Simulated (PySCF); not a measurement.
Compound: C6H12Se.
Structure used (PBE0-D3(BJ)/def2-SVP), in Å, numbered top down from 1:
```xyz
19
C6H12Se angstrom
C     -3.4908    0.5254   -0.8719
C     -2.1710    0.6963   -0.9586
C     -1.1421   -0.2366   -0.3991
C     -0.2991    0.4303    0.6818
Se     1.0599   -0.7194    1.4803
C      2.1634   -1.0323   -0.1018
C      2.8078    0.2093   -0.6833
H     -3.9203   -0.3529   -0.3785
H     -4.1909    1.2511   -1.2940
H     -1.7850    1.5942   -1.4597
H     -1.6236   -1.1378    0.0122
H     -0.4812   -0.5766   -1.2164
H     -0.9317    0.7321    1.5307
H      0.1845    1.3459    0.3066
H      1.5580   -1.5662   -0.8501
H      2.9234   -1.7454    0.2536
H      3.4522   -0.0527   -1.5385
H      3.4240    0.7262    0.0673
H      2.0562    0.9255   -1.0496
```

Computed with PySCF at B3LYP/def2-SVPD, non-relativistic, on one gas-phase PBE0-D3(BJ)/def2-SVP geometry that isn't relaxed in the solvent. The solvent is an IEF-PCM continuum (van der Waals radii × 1.2), and excitations are vertical TDDFT with non-equilibrium linear response and a frozen core. The model holds no explicit solvent molecules, cavitation or dispersion. Spin–orbit coupling is left out although an atom past zinc is present.

Gas-phase singlets (H = HOMO, L = LUMO):

```tsv
state	E (eV)	λ (nm)	f	leading configuration
S1	4.608	269	0.003	H→L 72%
S2	5.058	245	0.006	H→L+1 72%
S3	5.378	231	0.045	H→L+2 84%
S4	5.528	224	0.016	H→L+3 84%
S5	5.920	209	0.020	H→L+4 90%
```

Task: Give the list for chloroform (ε = 4.711), n² = 2.09.

Result: 
```
state  E (eV)  λ (nm)      f  leading configuration  change by rank (eV)
   S1   4.690     264  0.004                H→L 72%               +0.082
   S2   5.180     239  0.016              H→L+1 72%               +0.122
   S3   5.474     227  0.063              H→L+2 75%               +0.096
   S4   5.673     219  0.025              H→L+3 75%               +0.145
   S5   6.043     205  0.037              H→L+4 92%               +0.123
```

Task: The ground-state energy changes by -0.119 eV from gas to chloroform. By how much does the total energy of gas-phase S5 change?

Result: E(S5) = E(S0) + excitation energy, so it changes by -0.119 + 0.123 = +0.004 eV: it isn't lowered at all, while the ground state is. This is the vertical state, with the slow part of the continuum still set for S0.

Task: How do the frontier levels move from gas to chloroform?

Result: 
```csv
orbital,gas (eV),solvent (eV),change (eV)
LUMO+2,0.32,0.50,+0.18
LUMO+1,0.09,0.17,+0.08
LUMO,-0.29,-0.21,+0.08
HOMO,-5.84,-5.89,-0.05
HOMO-1,-7.34,-7.27,+0.07
HOMO-2,-8.20,-8.16,+0.04
HOMO-3,-8.90,-8.77,+0.13
```

The HOMO–LUMO gap goes from 5.55 to 5.67 eV. Rows go by rank; for LUMO+1 and LUMO+2 the atom shares or the degeneracy differ between the runs, so the row needn't follow one orbital.
